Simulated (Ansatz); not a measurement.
```xyz
14

B    -0.180   -0.950    0.864
C     1.031   -0.914   -0.311
B     0.128   -0.165   -1.241
C    -0.045    1.438   -0.959
C    -0.559    1.193    0.340
C    -0.879    0.626    1.392
H    -1.144   -1.621    0.612
H     0.379   -1.160    1.913
H     1.892   -0.412    0.127
H     1.246   -1.955   -0.545
H    -0.664   -0.667   -1.981
H     0.893    1.994   -0.942
H    -0.773    1.893   -1.630
H    -1.326    0.699    2.361
```

Charge 0, multiplicity 1.

Question: List the ωB97M-V/def2-TZVPP orbital energies in eV (Ansatz 0.2.0). (Estimate.)

Answer: Computed: Occupied: -283.49, -282.39, -282.15, -280.33, -187.75, -187.10, -26.44, -23.49, -22.00, -18.13, -16.71, -16.03, -15.83, -15.54, -14.23, -12.49, -12.23, -11.66, -10.82, -10.05, -9.98. Lowest empty: 0.63, 1.61, 2.23, 2.42, 3.09, 3.19, 3.26, 4.03.
